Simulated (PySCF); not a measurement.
(CF3)3CH: full NMR table

* Formula: C4HF9
* SMILES: FC(F)(F)C(C(F)(F)F)C(F)(F)F
* InChI: InChI=1S/C4HF9/c5-2(6,7)1(3(8,9)10)4(11,12)13/h1H
* Point group of the computed structure: C3
* Degrees of unsaturation: 0
* Carbon signals: 2
* Proton signals: 1

Bonds (- single, = double, # triple, : aromatic): F1-C2 1.327 Å, C2-F3 1.329 Å, C2-F4 1.329 Å, C2-C5 1.534 Å, C5-C6 1.534 Å, C6-F7 1.329 Å, C6-F8 1.330 Å, C6-F9 1.327 Å, C5-C10 1.534 Å, C10-F11 1.328 Å, C10-F12 1.330 Å, C10-F13 1.329 Å. C5 carries H14.

PySCF calculation with geometry: PBE0-D3(BJ)/def2-SVP, shielding tensors at PBE/pcSseg-2 (GIAO) and spin–spin couplings from B3LYP/pcJ-1 (spin–dipole term only in couplings to heteroatoms); a single conformation, no solvent, averaged over atoms made equivalent by symmetry, fast rotation or ring inversion, non-relativistic.

Referencing at the same level of theory: TMS for 1H and 13C; CFCl3 for 19F.

| carbon | δC, type | δH (multiplicity, J in Hz) | HMBC from (abs. J ≥ 3 Hz) | span of the C tensor (ppm) |
| --- | --- | --- | --- | --- |
| C2/C6/C10 | 135.7, C | – | H14 | 19 |
| C5 | 59.0, CH | 3.35 (decet, 7.3) | – | 12 |

Other nuclei:
```tsv
atoms	nucleus	environment	δ (ppm)	σ (ppm)
F1/F3/F4/F7/F8/F9/F11/F12/F13	19F	fluorine of a CF3 group	-89.3	232.2
```

Selected couplings (Hz, signed; the shortest-range and largest first, 30 at most; isotopes 19F, 13C, 1H): 1J(F1,C2) -349.7, 1J(C5,H14) 139.4, 2J(F1,C5) 30.6, 3J(F1,H14) 7.3, 3J(F1,C6) 1.8.

1. Carbon types of the structure: 3 × C, 1 × CH, which accounts for all hydrogens.
2. δC 135.7: CF3 carbon; 3 electronegative neighbours deshield it.
3. δC 59.0: sp3 CH.
4. δH 3.35: hydrogen on an sp3 CH.

Common functionals overestimate the size of one-bond C–F couplings by tens of Hz; these are unscaled. Splittings below 1 Hz are ignored in the labels, and close J values are merged. Shifts are as computed, not scaled to solution data. Of 1211 compounds with measured shifts, 218 miss one by over three times the rms of a fit or turn the order of signals round; such compounds aren't used in these exercises. Unscaled 19F shifts against computed CFCl3 carry errors that often reach 10 to 50 ppm.
